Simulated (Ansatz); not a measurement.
Program: Ansatz. Geometries: PBE0-D4/def2-TZVP. ΔE: electronic, gas phase. CCSD(T)/CBS adds triple-zeta CCSD(T) − MP2 to the extrapolated MP2 energy (def2 sets, frozen cores). This one scheme is used for every species. Functionals use def2-TZVPP. B3LYP here is the variant with VWN-RPA as its local correlation; programs differ in this. HSE06 is defined as in plane-wave codes. def2 core potentials past Kr. For Hf outer-core shells are correlated without core-valence functions, which leaves a few kJ/mol of doubt a bond. Each species was taken in one conformer, which may not be the lowest.

Consider the ligand exchange at the Hf–C bond: `C[N](C)[Hf]([CH3])([OH])[F]` + `OCC(F)(F)F` → `C[N](C)[Hf]([OH])([F])[O]CC(F)(F)F` + CH₄.

```
             level  ΔE (kJ/mol)  difference from CCSD(T)/CBS
       LDA (SPW92)       -174.5                          6.0
            PBE-D4       -176.0                          4.5
           BLYP-D4       -187.0                         -6.5
         r2SCAN-D4       -185.3                         -4.8
            B97M-V       -187.9                         -7.4
           PBE0-D4       -177.6                          2.9
          B3LYP-D4       -187.9                         -7.4
        r2SCANh-D4       -184.7                         -4.2
        r2SCAN0-D4       -183.8                         -3.3
          HSE06-D4       -177.1                          3.4
          BHLYP-D4       -192.1                        -11.6
      CAM-B3LYP-D4       -191.3                        -10.8
           ωB97X-V       -186.3                         -5.8
            B2PLYP       -185.9                         -5.4
          PBE-QIDH       -181.0                         -0.5
               PBE       -171.8                          8.7
            revPBE       -169.5                         11.0
              BLYP       -179.9                          0.6
            r2SCAN       -183.2                         -2.7
              PBE0       -173.4                          7.1
             B3LYP       -181.8                         -1.3
           r2SCANh       -182.4                         -1.9
           r2SCAN0       -181.4                         -0.9
             HSE06       -173.0                          7.5
             BHLYP       -186.6                         -6.1
         CAM-B3LYP       -186.7                         -6.2
           LC-ωPBE       -181.3                         -0.8
       HF/def2-SVP       -206.1                        -25.6
      MP2/def2-SVP       -210.8                        -30.3
     CCSD/def2-SVP       -208.2                        -27.7
     HF/def2-TZVPP       -191.4                        -10.9
SCS-MP2/def2-TZVPP       -188.5                         -8.0
   CCSD/def2-TZVPP       -184.6                         -4.1
CCSD(T)/def2-TZVPP       -184.7                         -4.2
     HF/def2-QZVPP       -191.2                        -10.7
    MP2/def2-QZVPP       -184.9                         -4.4
SCS-MP2/def2-QZVPP       -185.9                         -5.4
      HF/CBS(def2)       -191.2                        -10.7
     MP2/CBS(def2)       -183.2                         -2.7
    CCSD/CBS(def2)       -180.4                          0.1
       CCSD(T)/CBS       -180.5                            0
```

Largest T1 diagnostic among the species: 0.015.

Leaving LDA and LC-ωPBE aside and taking each functional with its dispersion term where it has one, the values spread over 16.1 kJ/mol, from BHLYP-D4 to PBE-D4. In def2-TZVPP, CCSD(T) changes the Hartree–Fock value by +6.8 kJ/mol (the triples alone add −0.1 kJ/mol) and MP2 by +4.0 kJ/mol. From BLYP to BHLYP (50 % exact exchange), in def2-TZVPP and without D4, ΔE moves by −6.7 kJ/mol.
